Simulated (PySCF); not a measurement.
# BeAs⁺: frontier orbitals

r²SCAN0 at R = 2.127 Å; PySCF, no relativity, basis sets Be pcseg-2, As pcseg-2. State: ³Σ⁻ (triplet), unpaired electrons π ↑↑. Only the outer orbitals are listed, counted within each symmetry.

| spin | orbital | occ. | ε (eV) | on Be (%) | main shells (%) |
| --- | --- | --- | --- | --- | --- |
| α | 8σ | 1 | -23.42 | 7 | 91 As s |
| α | 9σ | 1 | -14.72 | 38 | 52 As p, 35 Be s, 8 As s |
| α | 4π | 1 | -13.30 | 11 | 88 As p, 10 Be p |
| α | 4π | 1 | -13.30 | 11 | 88 As p, 10 Be p |
| α | 10σ | 0 | -9.33 | 85 | 55 Be s, 31 Be p, 16 As p |
| α | 5π | 0 | -6.78 | 84 | 84 Be p, 11 As p |
| α | 5π | 0 | -6.78 | 84 | 84 Be p, 11 As p |
| β | 8σ | 1 | -20.93 | 12 | 86 As s |
| β | 9σ | 1 | -13.99 | 43 | 47 As p, 40 Be s, 10 As s |
| β | 10σ | 0 | -9.38 | 82 | 45 Be s, 37 Be p, 18 As p |
| β | 4π | 0 | -9.05 | 32 | 67 As p, 31 Be p |
| β | 4π | 0 | -9.05 | 32 | 67 As p, 31 Be p |

**Question.** Which are the highest filled and the lowest empty level, where do they sit, and how wide is the gap?

**Answer.** Highest filled α 4π at -13.30 eV (in %: 88 As p, 10 Be p); lowest empty β 10σ at -9.38 eV (in %: 45 Be s, 37 Be p, 18 As p); the gap at r²SCAN0 is 3.92 eV.

* bond order (Mayer): 1.40
* ⟨S²⟩: 2.011
* charge on Be (Mulliken, basis-dependent): 0.78
* charge on Be (Löwdin, basis-dependent): 0.60
* dipole moment (positive dipole points towards As; it is taken about the centre of mass and depends on that origin): -7.61 D

Spin–orbit coupling is left out. The state is the lowest determinant that a PBE0 search found; another state may lie lower at other levels.
